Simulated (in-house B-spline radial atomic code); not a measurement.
## As3+: [Ar] (3d3/2)3 (3d5/2)6 4s2 4p1 (with a hole in an inner shell)

Method: Dirac-Kohn-Sham PBE, spherical fractional occupations, Fermi nucleus of rms radius 4.0968 fm. Calculated with a B-spline radial code for spherical atoms.

Z_r = [3n² - l(l+1)]/(2<r>); Z_e = n√(-2ε); the last column is Slater's effective charge. Values are occupation-weighted means over j.

```
shell  electrons   ε (eV)  <r> (bohr)    Z_r    Z_e  Slater
   1s          2   -11765      0.0455  32.97  29.41   32.70
   2s          2  -1536.5      0.2025  29.63  21.25   28.85
   2p          6  -1353.7      0.1771  28.23  19.95   28.85
   3s          2  -237.46      0.5931  22.76  12.53   21.75
   3p          6  -180.64      0.6091  20.52  10.93   21.75
   3d          9  -86.958      0.6473  16.22   7.58   12.20
   4s          2  -48.166       1.677  14.31   7.53    7.85
   4p          1  -35.845       1.919  11.99   6.49    7.85
```

The least bound orbital is 4p3/2 at -35.66 eV, and it is also the most diffuse (<r> = 1.927 bohr). The part-filled 3d shell lies below the filled 4s shell in orbital energy.

For the 1s electron the small component carries 1.43 % of the norm, the zero-frequency Breit interaction raises the level by 17.88 eV, self-energy by 9.323 eV, and vacuum polarisation lowers it by 0.9165 eV.
